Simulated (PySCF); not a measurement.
Correlation energy of O⁻ (oxygen, charge -1)

[He] 2s2 2p5, 2P determinant. Computed with PySCF 2.14 in dyall-av2z (11s7p2d, 42 functions), with no relativity, point nucleus. Frozen: 1s2; 7 electrons correlated; the 8 highest virtual orbitals of each spin left out.

| level | correlation energy (mhartree) |
| --- | --- |
| CCSD | -201.87 |
| (T) | -7.34 |
| CCSD(T) | -209.21 |
| CCSDT | -209.86 |

Diagnostics: T1 = 0.027, D1 = 0.0524, largest double amplitude 0.043.

Cost of the coupled-cluster step: roughly 1.4 core-seconds, for 7 correlated electrons.

Iterations:

```
CC2 = 0
CCSD nocc = (np.int64(4), np.int64(3)), nmo = (33, 33)
frozen orbitals [[0, 34, 35, 36, 37, 38, 39, 40, 41], [0, 34, 35, 36, 37, 38, 39, 40, 41]]
max_cycle = 100
direct = 0
conv_tol = 1e-08
conv_tol_normt = 1e-06
diis_space = 8
diis_start_cycle = 0
Init t2, MP2 energy = -0.193728192738484
Init E_corr(UCCSD) = -0.193728192738919
cycle = 1  E_corr(UCCSD) = -0.194200255972234  dE = -0.000472063233  norm(t1,t2) = 0.0846568
cycle = 2  E_corr(UCCSD) = -0.200547949697714  dE = -0.00634769373  norm(t1,t2) = 0.0309852
cycle = 3  E_corr(UCCSD) = -0.200316748475342  dE = 0.000231201222  norm(t1,t2) = 0.0250812
cycle = 4  E_corr(UCCSD) = -0.201790455697962  dE = -0.00147370722  norm(t1,t2) = 0.0108788
cycle = 5  E_corr(UCCSD) = -0.201828447938118  dE = -3.79922402e-05  norm(t1,t2) = 0.00348355
cycle = 6  E_corr(UCCSD) = -0.201794886323876  dE = 3.35616142e-05  norm(t1,t2) = 0.00183628
cycle = 7  E_corr(UCCSD) = -0.201846471961256  dE = -5.15856374e-05  norm(t1,t2) = 0.000790719
cycle = 8  E_corr(UCCSD) = -0.201876774358471  dE = -3.03023972e-05  norm(t1,t2) = 0.000203935
cycle = 9  E_corr(UCCSD) = -0.201875410032611  dE = 1.36432586e-06  norm(t1,t2) = 9.09374e-05
cycle = 10  E_corr(UCCSD) = -0.20187385001397  dE = 1.56001864e-06  norm(t1,t2) = 3.52094e-05
cycle = 11  E_corr(UCCSD) = -0.201874787267913  dE = -9.37253943e-07  norm(t1,t2) = 1.69086e-05
cycle = 12  E_corr(UCCSD) = -0.201874450187987  dE = 3.37079927e-07  norm(t1,t2) = 5.51893e-06
cycle = 13  E_corr(UCCSD) = -0.201874352127305  dE = 9.80606811e-08  norm(t1,t2) = 1.31449e-06
cycle = 14  E_corr(UCCSD) = -0.20187434078297  dE = 1.13443357e-08  norm(t1,t2) = 4.37291e-07
cycle = 15  E_corr(UCCSD) = -0.201874328961535  dE = 1.18214344e-08  norm(t1,t2) = 2.48554e-07
cycle = 16  E_corr(UCCSD) = -0.201874333348594  dE = -4.38705877e-09  norm(t1,t2) = 1.23444e-07
UCCSD converged
E(UCCSD) = -74.99574058362909  E_corr = -0.2018743333485941
UCCSD(T) correction = -0.00734350017553048
```
